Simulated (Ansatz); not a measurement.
Species: CH5AlO2, SMILES `[CH3][Al]([OH])[OH]` (O–Al–O–H torsion 1°, O–Al–O–H torsion -1°) (charge 0, multiplicity 1).

Give a relaxed geometry from r2SCAN-D4/def2-TZVP (Ansatz, a quantum-chemistry and plane-wave program).

Several could match; the one computed here: the end point of this relaxation, one of several conformers (outside a Z-matrix the atoms follow the SMILES, hydrogens last).
Bonds (Å): C1–Al2 1.932, C1–H5 1.095, C1–H6 1.092, C1–H7 1.093, Al2–O3 1.700, Al2–O4 1.700, O3–H8 0.957, O4–H9 0.957. Angles (°): Al2–C1–H5 110.8, Al2–C1–H6 111.8, Al2–C1–H7 111.7, H5–C1–H6 107.0, H5–C1–H7 106.8, H6–C1–H7 108.5, C1–Al2–O3 118.6, C1–Al2–O4 118.7, O3–Al2–O4 122.7, Al2–O3–H8 125.4, Al2–O4–H9 125.4.
